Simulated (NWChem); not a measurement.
The numbers come from NWChem runs, not from measurements. System: silicon dioxide molecule (O$_{2}$Si), charge 0, spin multiplicity 1, at a geometry optimised with PBE0/def2-SVP. Level: CR-CCSD(T)/def2-TZVP, 7 core orbitals frozen.

The NWChem input:

```
start mol
memory heap 100 mb stack 700 mb global 1900 mb
geometry units angstroms nocenter noautoz
  O      0.000000     0.000000    -1.518369
  Si     0.000000     0.000000     0.000000
  O      0.000000     0.000000     1.518369
  symmetry group D2h
end
basis spherical
  * library def2-tzvp
end
scf
  rhf
  nopen 0
  maxiter 100
  thresh 1e-7
  semidirect memsize 60000000 filesize 0
end
tce
  freeze core 7
  cr-ccsd(t)
  2eorb
  2emet 13
  thresh 1e-6
  maxiter 100
  tilesize 24
end
task tce energy
```

Part of the output:

```
             Northwest Computational Chemistry Package (NWChem) 7.3.0
             --------------------------------------------------------

                                NWChem Input Module
                                -------------------

 Scaling coordinates for geometry "geometry" by  1.889725989
 (inverse scale =  0.529177249)

 Turning off AUTOSYM since
 SYMMETRY directive was detected!

                             Geometry "geometry" -> ""
                             -------------------------

 Output coordinates in angstroms (scale by  1.889725989 to convert to a.u.)

  No.       Tag          Charge          X              Y              Z
 ---- ---------------- ---------- -------------- -------------- --------------
    1 O                    8.0000     0.00000000     0.00000000    -1.51836900
    2 Si                  14.0000     0.00000000     0.00000000     0.00000000
    3 O                    8.0000     0.00000000     0.00000000     1.51836900

 Effective nuclear repulsion energy (a.u.)      89.2203250619

            Nuclear Dipole moment (a.u.)
            ----------------------------
        X                 Y               Z
 ---------------- ---------------- ----------------
     0.0000000000     0.0000000000     0.0000000000

      Symmetry information
      --------------------

 Group name             D2h
 Group number             26
 Group order               8
 No. of unique centers     2

      Symmetry unique atoms

     1    2


 Summary of "ao basis" -> "" (spherical)
 ------------------------------------------------------------------------------
       Tag                 Description            Shells   Functions and Types
 ---------------- ------------------------------  ------  ---------------------
 *                         def2-tzvp                  on all atoms

 Summary of "ao basis" -> "ao basis" (spherical)
 ------------------------------------------------------------------------------
       Tag                 Description            Shells   Functions and Types
 ---------------- ------------------------------  ------  ---------------------
 O                         def2-tzvp                11       31   5s3p2d1f
 Si                        def2-tzvp                13       37   5s5p2d1f

                                 NWChem SCF Module
                                 -----------------

  ao basis        = "ao basis"
  functions       =    99
  atoms           =     3
  closed shells   =    15
  open shells     =     0
  charge          =   0.00
  wavefunction    = RHF
  use symmetry    = T
  symmetry adapt  = T

 Summary of "ao basis" -> "ao basis" (spherical)
 ------------------------------------------------------------------------------
       Tag                 Description            Shells   Functions and Types
 ---------------- ------------------------------  ------  ---------------------
 O                         def2-tzvp                11       31   5s3p2d1f
 Si                        def2-tzvp                13       37   5s5p2d1f

      Symmetry analysis of basis
      --------------------------

        ag         23
        au          4
        b1g         5
        b1u        21
        b2g         9
        b2u        14
        b3g         9
        b3u        14

 Forming initial guess at       0.1s

      Superposition of Atomic Density Guess
      -------------------------------------

 Sum of atomic energies:        -438.40402499

      Non-variational initial energy
[...]
    80     -0.317764  3 O  px                46      0.226900  2 Si px
     6     -0.174560  1 O  px                74     -0.174560  3 O  px

 Vector   18  Occ=0.000000D+00  E= 8.807429D-02  Symmetry=b2u
              MO Center= -6.3D-33, -9.2D-18, -7.5D-17, r^2= 4.2D+00
   Bfn.  Coefficient  Atom+Function         Bfn.  Coefficient  Atom+Function
  ----- ------------  ---------------      ----- ------------  ---------------
    50      0.970995  2 Si py                13     -0.317764  1 O  py
    81     -0.317764  3 O  py                47      0.226900  2 Si py
     7     -0.174560  1 O  py                75     -0.174560  3 O  py

 center of mass
 --------------
 x =   0.00000000 y =   0.00000000 z =   0.00000000

 moments of inertia (a.u.)
 ------------------
         263.368678518900           0.000000000000           0.000000000000
           0.000000000000         263.368678518900           0.000000000000
           0.000000000000           0.000000000000           0.000000000000

  Mulliken analysis of the total density
  --------------------------------------

    Atom       Charge   Shell Charges
 -----------   ------   -------------------------------------------------------
    1 O    8     8.58   0.79  1.18  0.59  0.96  0.31  1.78  2.00  0.95  0.00  0.02  0.00
    2 Si  14    12.84   2.00  0.58  1.39  0.73  0.10  4.12  1.73  0.52  0.82  0.16  0.27  0.31  0.10
    3 O    8     8.58   0.79  1.18  0.59  0.96  0.31  1.78  2.00  0.95  0.00  0.02  0.00

       Multipole analysis of the density wrt the origin
       ------------------------------------------------

     L   x y z        total         open         nuclear
     -   - - -        -----         ----         -------
     0   0 0 0     -0.000000      0.000000     30.000000

     1   1 0 0      0.000000      0.000000      0.000000
     1   0 1 0     -0.000000      0.000000      0.000000
     1   0 0 1      0.000000      0.000000      0.000000

     2   2 0 0    -14.531032      0.000000      0.000000
     2   1 1 0     -0.000000      0.000000      0.000000
     2   1 0 1     -0.000000      0.000000      0.000000
     2   0 2 0    -14.531032      0.000000      0.000000
     2   0 1 1      0.000000      0.000000      0.000000
     2   0 0 2    -25.794930      0.000000    131.726245

                   NWChem Extensible Many-Electron Theory Module
                   ---------------------------------------------


            General Information
            -------------------
      Number of processors :     1
         Wavefunction type : Restricted Hartree-Fock
          No. of electrons :    30
           Alpha electrons :    15
            Beta electrons :    15
           No. of orbitals :   198
            Alpha orbitals :    99
             Beta orbitals :    99
        Alpha frozen cores :     7
         Beta frozen cores :     7
     Alpha frozen virtuals :     0
      Beta frozen virtuals :     0
         Spin multiplicity : singlet
    Number of AO functions :    99
       Number of AO shells :    35
        Use of symmetry is : on
      Symmetry adaption is : on
         Schwarz screening : 0.10D-09

          Correlation Information
          -----------------------
          Calculation type : Coupled-cluster singles & doubles w/ perturbation
   Perturbative correction : Completely renormalized (T)
            Max iterations :      100
        Residual threshold : 0.10D-05
     T(0) DIIS level shift : 0.00D+00
     L(0) DIIS level shift : 0.00D+00
     T(1) DIIS level shift : 0.00D+00
     L(1) DIIS level shift : 0.00D+00
     T(R) DIIS level shift : 0.00D+00
     T(I) DIIS level shift : 0.00D+00
   CC-T/L Amplitude update :  5-th order DIIS
                I/O scheme : Global Array Library
        L-threshold :  0.10D-05
        EOM-threshold :  0.10D-05
 no EOMCCSD initial starts read in
 TCE RESTART OPTIONS
 SLICE:      F
 D4D5:       F
 quantumc:   F
 qrotation:  F
 pwtce:      F
 qducc:      F
 nacto:                         0
 nrotv:                         0
 nrot:                          0

            Memory Information
            ------------------
          Available GA space size is     249026999 doubles
          Available MA space size is     104850204 doubles

 Maximum block size supplied by input
 Maximum block size        24 doubles

 tile_dim =     18

 -------------------------------------------------

 Global array virtual files algorithm will be used

 Parallel file system coherency ......... OK

 4-electron integrals stored in orbital form

 v2    file size   =          1995839
 4-index algorithm nr.  13 is used
 imaxsize =       30
 imaxsize ichop =        0


CCSD iterations
 ---------------------------------------------------------
 Iter          Residuum       Correlation     Cpu    Wall
 ---------------------------------------------------------
    1   0.2164908686262  -0.5854425194724     1.6     1.6
    2   0.0552219574622  -0.5571865697085     1.7     1.7
    3   0.0198464100991  -0.5741012671358     1.7     1.7
    4   0.0124137536992  -0.5713533082096     1.8     1.8
    5   0.0052993025845  -0.5738851041497     2.0     2.0
    6   0.0015441332506  -0.5737123086789     1.8     1.8
    7   0.0007412880402  -0.5736892443601     1.7     1.7
    8   0.0002738175129  -0.5737269738080     1.6     1.6
    9   0.0002235044334  -0.5737210412836     1.5     1.5
   10   0.0000817983101  -0.5737412462666     1.5     1.5
   11   0.0000283420286  -0.5737481044084     1.5     1.5
   12   0.0000152996603  -0.5737449316799     1.7     1.7
   13   0.0000080991893  -0.5737464749629     1.5     1.5
   14   0.0000057561663  -0.5737457944942     1.4     1.4
   15   0.0000030950956  -0.5737462112348     1.4     1.4
   16   0.0000007787459  -0.5737461177334     1.3     1.3
 -----------------------------------------------------------------
 Iterations converged
 CCSD correlation energy / hartree =        -0.573746117733387
 CCSD total energy / hartree       =      -439.299860073261414

 Singles contributions

 Doubles contributions
 CR-CCSD(T)

 CR-CCSD[T]  correction energy / hartree =        -0.024652726126983
 CR-CCSD[T] correlation energy / hartree =        -0.598398843860370
 CR-CCSD[T] total energy / hartree       =      -439.324512799388401
 CR-CCSD(T)  correction energy / hartree =        -0.022276071988324
 CR-CCSD(T) correlation energy / hartree =        -0.596022189721711
 CR-CCSD(T) total energy / hartree       =      -439.322136145249715

 Task  times  cpu:       65.6s     wall:       65.6s

 Total times  cpu:       65.6s     wall:       65.6s
```
